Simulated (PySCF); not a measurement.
**Computed vibrations of Tl2O2F2**

Tl2O2F2 (singlet). PySCF 2.14.0, RKS PBE0, Tl def2-SVP with ECP60, O def2-SVP, F def2-SVP; non-relativistic Hamiltonian with scalar-relativistic core potentials where named; density fitting; no spin-orbit coupling. Central differences of gradients.

```xyz
6

Tl    0.1885    0.0000    1.5452
Tl   -0.1885    0.0000   -1.5452
O     1.4436    0.0000   -0.0447
O    -1.4436    0.0000    0.0447
F    -0.3278    0.0000    3.4739
F     0.3278    0.0000   -3.4739
```

Run from Python with OMP_NUM_THREADS=2. Where DIIS fails, smearing, a level shift and second-order steps follow.
It took 82 s on 2 threads of Arm Neoverse V1, on a shared host.

**Question.** What are the harmonic wavenumbers and infrared intensities?

**Answer.** Modes are labelled in C2h; negative numbers are unstable modes, those under 60 cm⁻¹ near the noise; a finer grid moves soft modes by up to 10 cm⁻¹.
```tsv
cm⁻¹	km/mol	symmetry
33	0.0	ag
80	16.2	bu
97	2.3	au
131	0.0	bg
142	0.0	ag
202	45.8	au
415	0.0	ag
442	160.0	bu
541	0.0	ag
552	10.8	bu
615	181.6	bu
622	0.0	ag
```

**Question.** Is this a minimum?

**Answer.** Yes, within the noise of the softest modes. Ideal gas at 298.15 K and 1 bar: S = 410.2 J/(mol K), Cp = 111.3 J/(mol K), H − H(0 K) = 24.4 kJ/mol (rigid rotor, harmonic modes, spin degeneracy alone; the modes under 60 cm⁻¹ make these uncertain).
